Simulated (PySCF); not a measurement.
C₂H₇Cl₂NSi, SMILES C[C@H](N)[SiH](Cl)Cl. Geometry optimised at PBE-D3(BJ)/def2-SVP. The structure was generated by enumeration; whether it is a known compound was not checked. One conformer was computed; it need not be the lowest.

Computed equilibrium geometry at PBE-D3(BJ)/def2-SVP (PySCF confirms it by a frequency run) as a Z-matrix (one conformer of several):
```
C
H 1 1.1154
N 1 1.4605 2 107.96
H 3 1.0286 1 110.48 2 -64.73
H 3 1.0291 4 106.52 1 119.12
C 1 1.5390 2 109.04 3 -127.18
H 6 1.1103 1 110.81 2 -175.90
H 6 1.1107 7 107.81 1 -123.39
H 6 1.1110 7 107.72 8 -115.84
Si 1 1.8979 2 103.98 3 113.92
H 10 1.4981 1 113.46 2 71.25
Cl 10 2.0710 11 107.95 1 124.28
Cl 10 2.0889 11 107.51 1 -117.74
```
Charge 0, spin multiplicity 1.
